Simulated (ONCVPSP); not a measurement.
**Logarithmic derivatives: Bi (Z = 83), ONCV**

```json
{"Element": "Bi (Z = 83)", "Generator": "ONCVPSP 4.0.1", "Type": "optimised norm-conserving Vanderbilt (ONCV)", "Functional": "PBEsol", "Relativity": "fully relativistic", "Frozen core": "[Kr] 4d10 4f14", "Valence charge": "23", "Reference configuration": "5s2 5p6 5d10 6s2 6p1 (charge +2)", "Partial waves": "5s+6s: rc 1.55 bohr, ncon 4, nbas 7, qcut 5.9 1/bohr, 2 projectors; 5p+6p: rc 1.60 bohr, ncon 4, nbas 8, qcut 7.6 1/bohr, 2 projectors; 5d: rc 1.10 bohr, ncon 4, nbas 8, qcut 8.1 1/bohr, 2 projectors, debl 2.4 Ha", "Local potential": "polynomial inside 0.80 bohr (lpopt 3, dvloc0 -1 Ha)", "Core correction": "Teter function, fcfact 2, rcfact 1.75"}
```

Open shells are filled in proportion to 2j + 1.

The phase is arctan(r·R′/R) of the radial function R(r), unwrapped; energies in Ha, scanned from -8 to 5 Ha. A pole is an energy at which the radial function vanishes at the test radius. The pseudo phase is shifted by a multiple of π to meet the all-electron one at the reference energy, and phase errors are pseudo minus all-electron; the curves can meet again beyond the range given. Levels narrower than the energy grid can be missing from the lists of poles.

A narrow feature of the pseudo curve, probably an extra level, lies near -0.76 Ha in the s channel; the grid steps over it, so the window and error are not given (n/a).

```
channel  radius (bohr)  reference energy (Ha)  poles, all-electron  poles, pseudo  unbroken range about the reference energy with phases within 0.05 rad  phase error 1 Ha above the reference energy (rad)
      s           1.57                  -1.13          -6.23, 4.67    -6.23, 4.83                                                                    n/a                                                n/a
   p3/2           1.62                  -0.68                -3.50          -3.50                                                        the whole range                                             -0.001
   p1/2           1.62                  -0.78                -4.59    -4.59, 4.97                                                        the whole range                                             -0.001
   d5/2           1.12                  -1.59                 4.34           4.32                                                        the whole range                                             -0.000
   d3/2           1.12                  -1.70                 3.85           3.84                                                        the whole range                                             +0.000
```

Note: ghosts flagged at negative energy: s at -19.3 eV; no localised positive-energy state flagged. A true bound ghost makes a file unfit for plane-wave use.

Phases in the p1/2 channel:

```tsv
E (Ha)	all-electron	pseudo
-7.96	1.333	1.333
-7.24	1.302	1.302
-6.52	1.250	1.250
-5.80	1.115	1.115
-5.08	-0.646	-0.646
-4.36	-1.657	-1.657
-3.64	-1.789	-1.789
-2.92	-1.881	-1.881
-2.20	-1.994	-1.994
-1.48	-2.184	-2.184
-0.76	-2.598	-2.598
-0.04	-3.430	-3.431
0.68	-4.075	-4.076
1.40	-4.352	-4.354
2.12	-4.489	-4.492
2.84	-4.570	-4.574
3.56	-4.625	-4.630
4.28	-4.666	-4.675
5.00	-4.701	-4.714
```
